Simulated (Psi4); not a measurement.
Relaxed torsion scan: SMILES [GeH3][SiH2][SeH] (H6GeSeSi), singlet. Scanned: dihedral Ge1–Si2–Se3–H9; all other coordinates were relaxed at GFN2-xTB. Points at φ and −φ are mirror images.

Geometry of the scan point at -20° (Å):
```
9

Ge     1.2833     0.3608    -0.1108
Si    -0.6585    -0.9322     0.0718
Se    -2.5255     0.3852    -0.0546
H      2.5319    -0.4536     0.0053
H      1.4228     1.4200     0.9403
H      1.4341     1.1082    -1.3983
H     -0.8109    -1.8808    -1.0276
H     -0.7178    -1.6466     1.3476
H     -1.8746     1.6208     0.2811
```

Level of theory: DF-MP2 (frozen core)/cc-pVTZ // GFN2-xTB (Psi4).

Scanned values (°): -160, -140, -120, -100, -80, -60, -40, -20, 0, 20, 40, 60, 80, 100, 120, 140, 160, 180.

Task: At which scan points does the profile have its minima and maxima, and how high do they lie?

Result: Lower than their neighbours: -60° (0.00 kcal/mol), 60° (0.00 kcal/mol), 180° (0.38 kcal/mol). Higher than their neighbours: -120° (1.27 kcal/mol), 0° (0.65 kcal/mol), 120° (1.27 kcal/mol). The whole profile spans 1.27 kcal/mol.
